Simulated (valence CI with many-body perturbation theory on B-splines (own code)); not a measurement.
E1 transitions of Ag XXXV

Level of theory: configuration interaction combined with many-body perturbation theory (CI+MBPT): three valence electrons over a frozen Dirac-Fock core [Ne], a basis of 11 s, 11 p, 10 d, 8 f, 5 g, 2 h functions for each j, with the one-electron correlation potential Σ1 (screened to all orders), the two-electron term Σ2, the three-electron term Σ3, Breit, model QED; selected single and double excitations, second order for the rest, scaled by the run's own slope (own B-spline code, finite nucleus).

The last digits are not significant, and no measured levels were compared; by estimate large intervals hold to a few tenths of a per cent, small ones and those within an open d or f shell to about a per cent.

Lines 201 to 250 of 583 in falling wavelength, among levels below 8494.2 × 10³ cm⁻¹, chosen from the strongest by gf and those to the six lowest levels. Wavelengths and rates use the calculated energies. Electric multipoles are in the length gauge with retardation, E1 and E2 with the static RPA response of the core. Weak lines are less certain than strong ones. Lines between different terms over intervals too small for the method are left out, as are lines whose strength nearly cancels. Where a level lies close to another of its J and parity, the split of strength between their lines is uncertain. The highest levels of a list are the least certain.

Levels are named by their leading jj configuration (3d3/2^4 stands for four electrons in 3d with j = 3/2), which in mixed levels can hold well under half, so a name can repeat and another be missing. Letters in brackets count levels of one name in rising energy.

```
λ vac (Å)                          Upper                          Lower   A (s⁻¹)  log gf  Branch %
    93.84                (3d5/2^3) J=3/2          (3p3/2 3d5/2^2) J=1/2  3.73e+10   -0.71      15.3
    93.84  (3p1/2 3p3/2 3d5/2) J=5/2 [a]         (3s 3p1/2 3d5/2) J=7/2  1.63e+10   -0.89       9.3
    93.82                (3d5/2^3) J=5/2          (3p3/2 3d5/2^2) J=7/2  4.21e+10   -0.48      16.5
    93.80  (3p3/2 3d3/2 3d5/2) J=7/2 [a]             (3s 3d3/2^2) J=5/2  1.45e+10   -0.81       6.8
    93.64  (3p3/2 3d3/2 3d5/2) J=3/2 [a]      (3p3/2^2 3d3/2) J=3/2 [a]  2.34e+10   -0.91       7.7
    93.54     (3s 3d3/2 3d5/2) J=7/2 [b]     (3s 3p3/2 3d5/2) J=5/2 [a]  4.11e+10   -0.37      20.9
    93.54  (3p1/2 3p3/2 3d5/2) J=5/2 [a]     (3s 3p1/2 3d3/2) J=3/2 [b]  1.33e+10   -0.98       7.6
    93.45          (3p3/2 3d5/2^2) J=1/2          (3p3/2^2 3d5/2) J=1/2  5.36e+10   -0.85      20.4
    93.37  (3p3/2 3d3/2 3d5/2) J=3/2 [c]      (3p3/2^2 3d5/2) J=3/2 [a]  6.37e+10   -0.48      21.2
    93.33  (3p3/2 3d3/2 3d5/2) J=3/2 [a]     (3s 3d3/2 3d5/2) J=5/2 [a]  1.82e+10   -1.02       6.0
    93.28          (3p3/2 3d3/2^2) J=5/2             (3s 3d3/2^2) J=5/2  4.05e+10   -0.50      12.8
    93.24          (3p1/2 3d5/2^2) J=5/2  (3p1/2 3p3/2 3d5/2) J=5/2 [b]  1.96e+10   -0.81      19.3
    93.18      (3p3/2 3d5/2^2) J=3/2 [a]      (3p3/2^2 3d5/2) J=5/2 [b]  6.91e+10   -0.44      33.0
    93.16     (3s 3p1/2 3p3/2) J=3/2 [b]             (3s^2 3p1/2) J=1/2  3.91e+10   -0.69      92.2
    93.10  (3p3/2 3d3/2 3d5/2) J=7/2 [c]     (3s 3d3/2 3d5/2) J=7/2 [b]  1.00e+10   -0.98       4.4
    93.08      (3p1/2 3p3/2 3d5/2) J=1/2          (3p1/2 3p3/2^2) J=1/2  9.11e+10   -0.63      59.2
    93.01  (3p1/2 3p3/2 3d5/2) J=3/2 [b]     (3s 3p1/2 3d5/2) J=5/2 [c]  5.44e+10   -0.55      36.5
    92.98  (3p3/2 3d3/2 3d5/2) J=5/2 [d]             (3s 3d5/2^2) J=5/2  5.68e+10   -0.36      17.4
    92.92  (3p1/2 3p3/2 3d5/2) J=5/2 [b]     (3s 3p1/2 3d5/2) J=5/2 [b]  4.91e+10   -0.42      28.3
    92.88  (3p3/2 3d3/2 3d5/2) J=5/2 [e]     (3s 3d3/2 3d5/2) J=7/2 [c]  7.04e+10   -0.26      26.8
    92.85  (3p1/2 3p3/2 3d5/2) J=3/2 [a]          (3p1/2 3p3/2^2) J=3/2  3.13e+10   -0.79      19.7
    92.80  (3p1/2 3p3/2 3d5/2) J=3/2 [b]          (3p1/2 3p3/2^2) J=1/2  2.95e+10   -0.82      19.8
    92.78  (3p3/2 3d3/2 3d5/2) J=7/2 [b]          (3p3/2^2 3d5/2) J=9/2  1.55e+10   -0.80       7.8
    92.75      (3p3/2 3d5/2^2) J=3/2 [b]      (3p3/2^2 3d5/2) J=5/2 [c]  5.90e+10   -0.52      17.0
    92.71          (3d3/2^2 3d5/2) J=1/2          (3p3/2 3d3/2^2) J=1/2  4.47e+10   -0.94      13.0
    92.70      (3p3/2^2 3d5/2) J=5/2 [b]     (3s 3p3/2 3d5/2) J=7/2 [b]  6.85e+10   -0.28      34.2
    92.70     (3s 3d3/2 3d5/2) J=5/2 [a]     (3s 3p3/2 3d3/2) J=3/2 [a]  5.26e+10   -0.39      23.4
    92.70          (3d3/2^2 3d5/2) J=9/2  (3p3/2 3d3/2 3d5/2) J=9/2 [a]  4.06e+10   -0.28      15.7
    92.68      (3p3/2^2 3d3/2) J=3/2 [a]     (3s 3p3/2 3d3/2) J=1/2 [a]  2.56e+10   -0.88      10.4
    92.63  (3p1/2 3p3/2 3d5/2) J=5/2 [a]          (3p1/2 3p3/2^2) J=3/2  1.34e+10   -0.99       7.6
    92.63     (3s 3d3/2 3d5/2) J=7/2 [a]     (3s 3p3/2 3d3/2) J=5/2 [a]  6.01e+10   -0.21      38.1
    92.60          (3p3/2^2 3d5/2) J=9/2         (3s 3p3/2 3d3/2) J=7/2  6.19e+10   -0.10      50.2
    92.60      (3p1/2 3p3/2 3d3/2) J=5/2     (3s 3p1/2 3d3/2) J=3/2 [a]  1.90e+10   -0.83      31.9
    92.58     (3s 3d3/2 3d5/2) J=5/2 [a]     (3s 3p3/2 3d3/2) J=5/2 [a]  2.11e+10   -0.79       9.4
    92.53  (3p1/2 3p3/2 3d3/2) J=3/2 [a]         (3s 3p1/2 3d3/2) J=5/2  3.04e+10   -0.81      25.0
    92.49                (3d5/2^3) J=3/2  (3p3/2 3d3/2 3d5/2) J=3/2 [c]  2.04e+10   -0.98       8.4
    92.39      (3p1/2 3d3/2 3d5/2) J=9/2      (3p1/2 3p3/2 3d3/2) J=7/2  3.71e+10   -0.32      47.5
    92.39      (3p3/2^2 3d3/2) J=3/2 [a]     (3s 3p3/2 3d3/2) J=3/2 [a]  2.70e+10   -0.86      10.9
    92.37  (3p3/2 3d3/2 3d5/2) J=1/2 [a]          (3p3/2^2 3d3/2) J=1/2  3.97e+10   -0.99      15.5
    92.32      (3p1/2 3d3/2 3d5/2) J=1/2  (3p1/2 3p3/2 3d3/2) J=1/2 [a]  6.08e+10   -0.81      52.2
    92.28          (3p3/2 3d5/2^2) J=9/2             (3s 3d5/2^2) J=9/2  6.38e+10   -0.09      37.8
    92.28     (3s 3p3/2 3d5/2) J=3/2 [a]             (3s 3p3/2^2) J=5/2  5.57e+10   -0.55      83.6
    92.27      (3p3/2^2 3d3/2) J=3/2 [a]     (3s 3p3/2 3d3/2) J=5/2 [a]  1.91e+10   -1.01       7.7
    92.12  (3p3/2 3d3/2 3d5/2) J=7/2 [b]     (3s 3d3/2 3d5/2) J=7/2 [a]  1.08e+10   -0.96       5.4
    92.06  (3p3/2 3d3/2 3d5/2) J=3/2 [a]          (3p3/2^2 3d3/2) J=1/2  2.92e+10   -0.83       9.6
    91.93     (3s 3p1/2 3d5/2) J=5/2 [b]         (3s 3p1/2 3p3/2) J=5/2  3.66e+10   -0.56      42.6
    91.90          (3p3/2 3d3/2^2) J=7/2             (3s 3d3/2^2) J=5/2  4.85e+10   -0.31      17.4
    91.84      (3d3/2 3d5/2^2) J=5/2 [a]  (3p3/2 3d3/2 3d5/2) J=3/2 [a]  1.85e+10   -0.85       6.0
    91.81      (3p3/2^2 3d5/2) J=5/2 [c]     (3s 3p3/2 3d5/2) J=5/2 [b]  9.41e+10   -0.15      27.4
    91.80  (3p3/2 3d3/2 3d5/2) J=3/2 [b]             (3s 3d3/2^2) J=1/2  5.11e+10   -0.59      14.1
```
